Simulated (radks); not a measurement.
The numbers below are computed, except where a source is named.
Effect of the nuclear size on neutral tellurium, [Kr] 4d10 5s2 5p4. Level of theory: Dirac Kohn-Sham, exchange-only LDA, spin-unpolarised, spherical densities, finite nucleus; open shells fill j = l - 1/2 first; Fermi nuclear charge, rms radius 4.7423 fm (a radial shooting solver on a logarithmic mesh with Libxc functionals). The rms radius is varied about that value; shifts are against it.

\begin{tabular}{lrrrrrr}
rms radius (fm) & total energy shift (eV) & density at nucleus (e/bohr^3) & 1s1/2 shift (meV) & 2s1/2 shift (meV) & 4p1/2 shift (meV) & 5s1/2 shift (meV) \\ \hline
4.2017 & -1.14 & 2.316e+05 & -476 & -55.3 & 0.169 & -0.254 \\
4.4009 & -0.730 & 2.298e+05 & -306 & -35.6 & 0.109 & -0.163 \\
4.7423 & 0 & 2.27e+05 & 0.000 & 0.000 & 0.000 & 0.000 \\
5.1644 & 0.966 & 2.238e+05 & 404 & 47.0 & -0.144 & 0.216 \\
5.4347 & 1.62 & 2.219e+05 & 679 & 78.9 & -0.241 & 0.362 \\
\end{tabular}

Slopes of the eigenvalues against <r^2> in GHz/fm^2, as finite differences over the two radii next to the reference (eigenvalue slopes, not the field-shift constants of lines): 1s1/2 23500, 2s1/2 2730, 4p1/2 -8.36, 5s1/2 12.5.
